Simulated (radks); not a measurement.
Species: Lu2+. Configuration: [Xe] 4f14 6s1. Calculated with a radial shooting solver on a logarithmic mesh with Libxc functionals: Dirac Kohn-Sham, XLYP, spin-unpolarised, spherical densities, finite nucleus; Fermi nuclear charge, rms radius 5.37 fm.

Unscreened Slater integrals over Kohn-Sham orbitals (eV). Large and small components are both included.

\begin{tabular}{lr}
integral & value \\ \hline
F0(6s1/2,6s1/2) & 8.0072 \\
F0(6s1/2,4f7/2) & 10.430 \\
G3(6s1/2,4f7/2) & 0.40335 \\
F0(6s1/2,4f5/2) & 10.444 \\
G3(6s1/2,4f5/2) & 0.39095 \\
F0(6s1/2,5p3/2) & 9.8257 \\
G1(6s1/2,5p3/2) & 0.93725 \\
F0(4f7/2,4f7/2) & 35.129 \\
F2(4f7/2,4f7/2) & 16.423 \\
F4(4f7/2,4f7/2) & 10.252 \\
F6(4f7/2,4f7/2) & 7.3613 \\
F0(4f7/2,4f5/2) & 35.465 \\
F2(4f7/2,4f5/2) & 16.598 \\
F4(4f7/2,4f5/2) & 10.365 \\
G2(4f7/2,4f5/2) & 16.546 \\
G4(4f7/2,4f5/2) & 10.334 \\
G6(4f7/2,4f5/2) & 7.4220 \\
F0(4f7/2,5p3/2) & 21.023 \\
F2(4f7/2,5p3/2) & 6.8596 \\
G2(4f7/2,5p3/2) & 3.4710 \\
G4(4f7/2,5p3/2) & 2.6760 \\
F0(4f5/2,4f5/2) & 35.808 \\
F2(4f5/2,4f5/2) & 16.781 \\
F4(4f5/2,4f5/2) & 10.484 \\
F0(4f5/2,5p3/2) & 21.100 \\
F2(4f5/2,5p3/2) & 6.7849 \\
G2(4f5/2,5p3/2) & 3.3551 \\
G4(4f5/2,5p3/2) & 2.6007 \\
F0(5p3/2,5p3/2) & 17.339 \\
F2(5p3/2,5p3/2) & 9.3101 \\
\end{tabular}
